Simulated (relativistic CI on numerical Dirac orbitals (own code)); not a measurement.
Computed by Dirac-Coulomb-Breit CI, separate exchange-only KLI orbitals for each configuration, QED by a radiative potential, unscaled Slater integrals (own radial code, finite nucleus).

The strongest absorption lines from the ground level of an ion, among the configurations computed and to levels below about 1000 eV (vacuum wavelength in nm, gf): 2.2962 (0.14), 2.3506 (0.81), 2.3718 (1.2), 2.4006 (1.2), 2.7307 (0.15), 2.8559 (0.34), 4.0194 (0.68), 4.2821 (0.14).

(1) Which ion is it?
A. Yb52+
B. Nd44+
C. Tb49+
D. Yb54+

Answers

(1) D. Yb54+ has 16 electrons and the ground level 3s²3p⁴ ³P2; the strongest line goes to 3s²3p³3d ³D°3. The pattern of lines fixes the number of electrons, and along that sequence the line energies rise steadily with the charge (about as its square where n changes within one kind of shell, about linearly where n is kept but much faster in heavy ions where fine structure, which grows about as Z⁴, sets the gap, and irregularly where shells cross), which fixes Z. Configurations outside the model, such as inner-shell arrays, can give stronger lines. At this charge energies of transitions that change n are usually good to better than 1 %, and those within a shell (Δn = 0) to a few per cent.

LS names give the leading component of a level, which can be under half, so a name can repeat, a term be missing and a line seem to break the LS rules.
